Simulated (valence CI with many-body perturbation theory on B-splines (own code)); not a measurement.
**E1 transitions of Ge XXVIII**

Calculated by valence CI with perturbative core correlation (CI+MBPT): three valence electrons over a frozen Dirac-Fock core [He], radial functions for each j: 11 s, 11 p, 9 d, 7 f, 5 g, 2 h, 1 i, with the one-electron correlation potential Σ1 (screened to all orders), the two-electron term Σ2, the three-electron term Σ3, Breit, model QED; selected single and double excitations, second order for the rest (own B-spline code, finite nucleus).

No measured spectrum was set against this ion. As an estimate, large intervals hold to a few tenths of a per cent, small ones and those within an open d or f shell to about a per cent.

Lines 101 to 150 of 249 in falling wavelength, among levels below 1859.8 eV, chosen from the strongest by gf and those to the six lowest levels. Wavelengths and rates use the calculated energies. Electric multipoles are in the length gauge, E1 and E2 with the static RPA response of the core. Weak lines are less certain than strong ones. Lines between different terms over intervals too small for the method are left out, as are lines whose strength nearly cancels. The highest levels of a list are the least certain.

Levels are named by their leading jj configuration (3d3/2^4 stands for four electrons in 3d with j = 3/2), which in mixed levels can hold well under half, so a name can repeat and another be missing. Letters in brackets count levels of one name in rising energy.

| λ vac (nm) | Upper | Lower | A (s⁻¹) | S (a.u.) with core polarisation | S without |
| --- | --- | --- | --- | --- | --- |
| 0.7782 | (2p3/2^2 3s) J=5/2 | (2p1/2 2p3/2^2) J=3/2 | 3.14e+12 | 4.38e-03 | 4.37e-03 |
| 0.7780 | (2s 2p3/2 3d5/2) J=3/2 [a] | (2s 2p3/2^2) J=1/2 | 1.17e+13 | 1.09e-02 | 1.09e-02 |
| 0.7767 | (2s 2p1/2 3d3/2) J=5/2 | (2s 2p1/2 2p3/2) J=3/2 [b] | 6.40e+11 | 8.88e-04 | 8.89e-04 |
| 0.7757 | (2s 2p1/2 3s) J=1/2 [a] | (2s 2p1/2^2) J=1/2 | 1.25e+12 | 5.75e-04 | 5.73e-04 |
| 0.7751 | (2s 2p3/2 3s) J=3/2 [b] | (2s 2p1/2 2p3/2) J=1/2 | 1.71e+13 | 1.58e-02 | 1.58e-02 |
| 0.7749 | (2s 2p3/2 3s) J=5/2 | (2s 2p1/2 2p3/2) J=5/2 | 4.60e+12 | 6.34e-03 | 6.32e-03 |
| 0.7743 | (2s 2p3/2 3d5/2) J=1/2 | (2s 2p3/2^2) J=1/2 | 3.78e+13 | 1.73e-02 | 1.73e-02 |
| 0.7737 | (2s 2p1/2 3d5/2) J=5/2 [a] | (2s 2p1/2 2p3/2) J=3/2 [b] | 1.81e+12 | 2.48e-03 | 2.49e-03 |
| 0.7734 | (2s 2p3/2 3s) J=3/2 [c] | (2s 2p1/2 2p3/2) J=1/2 | 5.17e+12 | 4.72e-03 | 4.74e-03 |
| 0.7725 | (2s 2p1/2 3d3/2) J=3/2 [b] | (2s 2p1/2 2p3/2) J=3/2 [b] | 2.80e+12 | 2.55e-03 | 2.55e-03 |
| 0.7722 | (2s 2p1/2 3d3/2) J=1/2 | (2s 2p1/2 2p3/2) J=3/2 [b] | 6.45e+11 | 2.93e-04 | 2.93e-04 |
| 0.7721 | (2s 2p1/2 3s) J=3/2 | (2s 2p1/2^2) J=1/2 | 3.04e+12 | 2.76e-03 | 2.75e-03 |
| 0.7714 | (2p1/2^2 3d3/2) J=3/2 | (2p1/2^2 2p3/2) J=3/2 | 4.59e+12 | 4.16e-03 | 4.16e-03 |
| 0.7694 | (2s 2p3/2 3s) J=3/2 [b] | (2s 2p1/2 2p3/2) J=3/2 [b] | 6.84e+12 | 6.15e-03 | 6.15e-03 |
| 0.7690 | (2s 2p3/2 3s) J=1/2 | (2s 2p1/2 2p3/2) J=3/2 [b] | 2.93e+12 | 1.32e-03 | 1.31e-03 |
| 0.7690 | (2s^2 3s) J=1/2 | (2s^2 2p1/2) J=1/2 | 2.12e+12 | 9.51e-04 | 9.46e-04 |
| 0.7686 | (2s 2p3/2 3s) J=5/2 | (2s 2p1/2 2p3/2) J=3/2 [a] | 3.11e+12 | 4.18e-03 | 4.17e-03 |
| 0.7682 | (2p1/2^2 3d5/2) J=5/2 | (2p1/2^2 2p3/2) J=3/2 | 1.73e+13 | 2.33e-02 | 2.33e-02 |
| 0.7678 | (2s 2p1/2 3d5/2) J=5/2 [b] | (2s 2p1/2 2p3/2) J=3/2 [b] | 3.12e+13 | 4.18e-02 | 4.18e-02 |
| 0.7678 | (2s 2p3/2 3s) J=3/2 [c] | (2s 2p1/2 2p3/2) J=3/2 [b] | 1.98e+12 | 1.77e-03 | 1.77e-03 |
| 0.7657 | (2s 2p3/2 3d5/2) J=7/2 [a] | (2s 2p3/2^2) J=5/2 | 2.51e+12 | 4.45e-03 | 4.45e-03 |
| 0.7639 | (2s 2p1/2 3d3/2) J=3/2 [a] | (2s 2p1/2 2p3/2) J=5/2 | 1.78e+11 | 1.56e-04 | 1.56e-04 |
| 0.7634 | (2s 2p3/2 3d3/2) J=3/2 [b] | (2s 2p3/2^2) J=3/2 | 8.67e+12 | 7.62e-03 | 7.63e-03 |
| 0.7627 | (2s 2p3/2 3d3/2) J=3/2 [b] | (2s 2p3/2^2) J=1/2 | 1.78e+13 | 1.56e-02 | 1.56e-02 |
| 0.7625 | (2s 2p3/2 3d5/2) J=5/2 [a] | (2s 2p3/2^2) J=5/2 | 2.56e+13 | 3.36e-02 | 3.37e-02 |
| 0.7616 | (2s 2p3/2 3d5/2) J=5/2 [b] | (2s 2p3/2^2) J=3/2 | 5.92e+13 | 7.74e-02 | 7.75e-02 |
| 0.7616 | (2s 2p1/2 3d3/2) J=5/2 | (2s 2p1/2 2p3/2) J=5/2 | 2.84e+12 | 3.71e-03 | 3.71e-03 |
| 0.7612 | (2s 2p3/2 3d3/2) J=1/2 [b] | (2s 2p3/2^2) J=3/2 | 7.00e+12 | 3.05e-03 | 3.05e-03 |
| 0.7602 | (2s 2p3/2 3d5/2) J=3/2 [a] | (2s 2p3/2^2) J=5/2 | 3.74e+12 | 3.25e-03 | 3.25e-03 |
| 0.7598 | (2s 2p3/2 3d5/2) J=3/2 [b] | (2s 2p3/2^2) J=3/2 | 1.85e+13 | 1.60e-02 | 1.61e-02 |
| 0.7594 | (2s 2p3/2 3d5/2) J=3/2 [a] | (2s 2p1/2 2p3/2) J=1/2 | 1.04e+13 | 9.01e-03 | 9.02e-03 |
| 0.7592 | (2p1/2 2p3/2 3d3/2) J=3/2 | (2p1/2^2 2p3/2) J=3/2 | 7.36e+12 | 6.36e-03 | 6.37e-03 |
| 0.7591 | (2s 2p3/2 3d5/2) J=3/2 [b] | (2s 2p3/2^2) J=1/2 | 2.10e+13 | 1.82e-02 | 1.82e-02 |
| 0.7591 | (2s 2p3/2 3d3/2) J=5/2 [a] | (2s 2p1/2 2p3/2) J=3/2 [b] | 9.47e+11 | 1.23e-03 | 1.23e-03 |
| 0.7589 | (2p1/2 2p3/2 3d3/2) J=5/2 | (2p1/2^2 2p3/2) J=3/2 | 5.17e+12 | 6.69e-03 | 6.70e-03 |
| 0.7587 | (2s 2p1/2 3d5/2) J=5/2 [a] | (2s 2p1/2 2p3/2) J=5/2 | 4.96e+12 | 6.42e-03 | 6.43e-03 |
| 0.7582 | (2s 2p3/2 3d5/2) J=7/2 [b] | (2s 2p3/2^2) J=5/2 | 5.80e+13 | 9.97e-02 | 9.99e-02 |
| 0.7579 | (2s 2p1/2 3d5/2) J=7/2 | (2s 2p1/2 2p3/2) J=5/2 | 2.53e+13 | 4.35e-02 | 4.35e-02 |
| 0.7578 | (2s 2p1/2 3d3/2) J=3/2 [a] | (2s 2p1/2 2p3/2) J=3/2 [a] | 2.45e+12 | 2.11e-03 | 2.11e-03 |
| 0.7575 | (2s 2p1/2 3d3/2) J=3/2 [b] | (2s 2p1/2 2p3/2) J=5/2 | 1.14e+12 | 9.74e-04 | 9.76e-04 |
| 0.7563 | (2s 2p3/2 3d5/2) J=5/2 [a] | (2s 2p1/2 2p3/2) J=3/2 [b] | 3.09e+12 | 3.96e-03 | 3.97e-03 |
| 0.7556 | (2s^2 3d3/2) J=3/2 | (2s^2 2p3/2) J=3/2 | 7.79e+12 | 6.63e-03 | 6.64e-03 |
| 0.7555 | (2s 2p1/2 3d3/2) J=5/2 | (2s 2p1/2 2p3/2) J=3/2 [a] | 1.10e+13 | 1.40e-02 | 1.41e-02 |
| 0.7542 | (2s^2 3d5/2) J=5/2 | (2s^2 2p3/2) J=3/2 | 4.67e+13 | 5.93e-02 | 5.94e-02 |
| 0.7539 | (2s 2p3/2 3d5/2) J=3/2 [a] | (2s 2p1/2 2p3/2) J=3/2 [b] | 2.08e+12 | 1.76e-03 | 1.76e-03 |
| 0.7532 | (2p1/2 2p3/2 3p3/2) J=5/2 [a] | (2s 2p3/2^2) J=3/2 | 2.04e+12 | 2.58e-03 | 2.58e-03 |
| 0.7530 | (2s 2p1/2 3d5/2) J=5/2 [b] | (2s 2p1/2 2p3/2) J=5/2 | 3.69e+11 | 4.66e-04 | 4.67e-04 |
| 0.7527 | (2s 2p1/2 3d5/2) J=5/2 [a] | (2s 2p1/2 2p3/2) J=3/2 [a] | 2.86e+13 | 3.61e-02 | 3.61e-02 |
| 0.7516 | (2s 2p1/2 3d3/2) J=3/2 [b] | (2s 2p1/2 2p3/2) J=3/2 [a] | 1.07e+13 | 8.94e-03 | 8.95e-03 |
| 0.7513 | (2s 2p1/2 3d3/2) J=1/2 | (2s 2p1/2 2p3/2) J=3/2 [a] | 2.35e+12 | 9.83e-04 | 9.85e-04 |
